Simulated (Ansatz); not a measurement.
Reaction (ligand exchange at the Si–N bond): `N[SiH](F)S` + H–F → `F[SiH](F)S` + NH₃

Program: Ansatz. Geometries: PBE0-D4/def2-TZVP. ΔE: electronic, gas phase. CBS: MP2 limit from def2 TZ/QZ plus the TZ coupled-cluster correction, frozen cores. This one scheme is used for every species. Functionals use def2-TZVPP. Each species was taken in one conformer, which may not be the lowest.

CCSD(T)/CBS gives -74.2 kJ/mol.

Q: Another level gave -70.6 kJ/mol. Which?
A. r2SCAN/def2-TZVPP
B. PBE0-D4/def2-TZVPP
C. PBE/def2-TZVPP
D. HF/def2-TZVPP

A: B. PBE0-D4 -70.6, r2SCAN -80.4, PBE -75.3, HF/def2-TZVPP -87.7 kJ/mol.

Q: What do rigid-rotor, harmonic-oscillator terms from PBE0-D4/def2-TZVP frequencies (298.15 K, 1 bar) make of the CCSD(T)/CBS value? (Best estimate.)

A: Ansatz gave: ΔZPE = +3.8 kJ/mol, ΔH = -71.2 kJ/mol, ΔS = 9 J/(mol·K), ΔG = -73.9 kJ/mol.

Largest T1 diagnostic among the species: 0.012.

Leaving LDA and LC-ωPBE aside and taking each functional with its dispersion term where it has one, the values, not all of them listed here, spread over 16.1 kJ/mol, from B97M-V to revPBE-D4. LDA lies +8.4 kJ/mol from PBE without D4. In def2-TZVPP, CCSD(T) changes the Hartree–Fock value by +11.4 kJ/mol (the triples alone add +1.4 kJ/mol) and MP2 by +14.3 kJ/mol.
